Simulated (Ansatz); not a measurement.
Input file for Ansatz (an electronic-structure program): R-CAM-B3LYP/def2-TZVPP on C2H2 (SMILES C#C).

Ansatz 0.2 input:
```yaml
crystal:
  periodic: [false, false, false]
  atoms:
    - {symbol: C, position_ang: [-0.55964871, 0.08005822, -0.19612052]}
    - {symbol: C, position_ang: [0.55964871, -0.08005822, 0.19612052]}
    - {symbol: H, position_ang: [-1.55351273, 0.22214604, -0.54439279]}
    - {symbol: H, position_ang: [1.55351273, -0.22214604, 0.54439279]}
basis:
  gaussian:
    orbitals: def2-TZVPP
hamiltonian:
  xc: {name: CAM-B3LYP}
scf: {lower_state_search: off}
```

Q: Give the final energy of this run.

A: -77.3147 hartree.
